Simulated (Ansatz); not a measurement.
`N=C(F)[SiH](F)[SiH3]` + HCl → `F[SiH]([SiH3])Cl` + `N=CF` at 700 K and 1 bar (ligand exchange at the Si–C bond).

Computed with Ansatz on PBE0-D4/def2-TZVP structures; ΔE is electronic, products minus reactants. CCSD(T)/CBS adds triple-zeta CCSD(T) − MP2 to the extrapolated MP2 energy (def2 sets, frozen cores). This one scheme is used for every species. One conformer a species, not always the lowest.

```csv
species,CCSD(T)/CBS energy (Eh),H − E (kJ/mol),S (J/(mol·K))
`N=C(F)[SiH](F)[SiH3]`,-873.54055,251.0,528.6
HCl,-460.38127,38.4,211.8
`F[SiH]([SiH3])Cl`,-1140.23962,170.5,447.7
`N=CF`,-193.72220,122.2,297.1
```

H − E and S are ideal-gas, rigid-rotor, harmonic terms from PBE0-D4/def2-TZVP, for one conformer and one mirror image of each species. 1 Eh = 2625.50 kJ/mol, R = 8.31446 J/(mol·K).

By hand: ΔE, ΔH, ΔS and ΔG.

ΔE = (-1140.23962) + (-193.72220) − (-873.54055) − (-460.38127) = -0.04000 Eh = -105.0 kJ/mol. Δ(H − E) = 170.5 + 122.2 − 251.0 − 38.4 = 3.3, so ΔH = -101.7 kJ/mol. ΔS = 447.7 + 297.1 − 528.6 − 211.8 = 4.4 J/(mol·K). ΔG = -101.7 − 700 × (4.4)/1000 = -104.8 kJ/mol.

By hand: the equilibrium constant, and the temperature at which ΔG would vanish if ΔH and ΔS stayed fixed.

log₁₀ K = −ΔG/(RT ln 10) = 7.8. ΔH and −TΔS have one sign here, so there is no such temperature.

The number of gas molecules stays the same, so ΔS is small and ΔH decides. A doubt of 5 kJ/mol in ΔE shifts log₁₀ K by 0.4 here. Other conformers and mirror images would add mixing entropy, several J/(mol·K) or more a flexible species. Modes under 60 cm⁻¹, often nearly free rotors, make the harmonic entropy too high. These are equilibria of isolated gas molecules and say nothing of rates. Largest T1 diagnostic: 0.014 (customary marks: 0.02 for closed shells, 0.045 for open ones).

ΔS is within the doubt of such terms, so its sign, and with it that verdict, could turn.
